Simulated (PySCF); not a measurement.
## Electric properties by functional and basis

CH₄N₂OSi.
Numbering: `[N:1]#[C:2][Si@H:3]([NH2:4])[OH:5]` (hydrogens: H6 on Si3; H7, H8 on N4; H9 on O5)

Cartesian coordinates in Å at the PBE0-D3(BJ)/def2-SVP level; atoms count from 1:
```
atom  x, y, z in Å
N1     2.7175   -0.1466   -0.7862
C2     1.6854   -0.0322   -0.2701
Si3    0.0032    0.1851    0.5149
N4    -0.9140   -1.0783   -0.1707
O5    -0.4749    1.7470    0.2475
H6     0.0830    0.0723    1.9851
H7    -0.7274   -1.4562   -1.0911
H8    -1.8109   -1.3686    0.1984
H9    -0.5043    2.0609   -0.6614
```

PySCF, dipoles from the SCF density, polarisabilities from static response with core orbitals frozen. Geometry: PBE0-D3(BJ)/def2-SVP, one conformer, isolated molecule.

Q: How do dipole and polarisability depend on functional and basis here?

A: 

```json
{"level": "LDA/def2-SVPD", "μ (D)": "4.065", "α (au)": "55.36", "anisotropy (au)": "16.17"}
{"level": "PBE/def2-SVPD", "μ (D)": "3.979", "α (au)": "54.81", "anisotropy (au)": "16.15"}
{"level": "B3LYP/def2-SVPD", "μ (D)": "4.001", "α (au)": "52.51", "anisotropy (au)": "15.15"}
{"level": "PBE0/def2-SVPD", "μ (D)": "4.006", "α (au)": "51.92", "anisotropy (au)": "15.13"}
{"level": "BHandHLYP/def2-SVPD", "μ (D)": "4.041", "α (au)": "49.88", "anisotropy (au)": "14.45"}
{"level": "CAM-B3LYP/def2-SVPD", "μ (D)": "4.028", "α (au)": "51.52", "anisotropy (au)": "14.60"}
{"level": "wB97X-D/def2-SVPD", "μ (D)": "4.027", "α (au)": "51.70", "anisotropy (au)": "14.73"}
{"level": "LC-wPBE/def2-SVPD", "μ (D)": "4.039", "α (au)": "50.39", "anisotropy (au)": "14.30"}
{"level": "PBE0/6-31G*", "μ (D)": "4.094", "α (au)": "40.48", "anisotropy (au)": "16.17"}
{"level": "PBE0/def2-SVP", "μ (D)": "4.041", "α (au)": "41.20", "anisotropy (au)": "15.00"}
```

The anisotropy is √(½[(α1 − α2)² + (α2 − α3)² + (α3 − α1)²]). The dipole runs from 3.98 D (PBE/def2-SVPD) to 4.09 D (PBE0/6-31G*). No reference polarisability is at hand; against PBE0 in the largest diffuse basis at hand (def2-SVPD) the other PBE0 rows deviate by 6-31G* -22%, def2-SVP -21%. In one basis (def2-SVPD) the functionals order the polarisability from BHandHLYP (lowest) to LDA (highest), a spread of 11%. With PBE0 the polarisability is 40.84 au without diffuse functions (mean of 6-31G* and def2-SVP) and 51.92 au with them (def2-SVPD).
